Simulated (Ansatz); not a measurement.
Two isomers of C4H10Si: A = `CC[Si]CC`, B = `C=CCC[SiH3]`.

Program: Ansatz. Geometries: PBE0-D4/def2-TZVP. ΔE: electronic, gas phase. CCSD(T)/CBS is the MP2 limit (def2-TZVPP, def2-QZVPP) plus CCSD(T) − MP2 in def2-TZVPP, frozen cores. Functionals use def2-TZVPP. Each species was taken in one conformer, which may not be the lowest.

(1) Which is lower in electronic energy at CCSD(T)/CBS, and by how much? (Best estimate.)

(2) Give E(B) − E(A) in kcal/mol with HF/def2-TZVPP, PBE-D4, r2SCAN-D4, ωB97M-V, PBE0-D4, MP2/def2-TZVPP, CCSD(T)/def2-TZVPP. (An estimate is asked.)

Largest T1 diagnostic: 0.011.

Results:

(1) Ansatz gave: B, by 16.3 kcal/mol.

(2) Ansatz gave: HF/def2-TZVPP -22.1, PBE-D4 -13.8, r2SCAN-D4 -17.4, ωB97M-V -14.3, PBE0-D4 -14.5, MP2/def2-TZVPP -17.1, CCSD(T)/def2-TZVPP -16.2. None reverses the order clearly.

In def2-TZVPP, CCSD(T) changes the Hartree–Fock value by +5.9 kcal/mol (the triples alone add −0.1 kcal/mol) and MP2 by +5.1 kcal/mol.
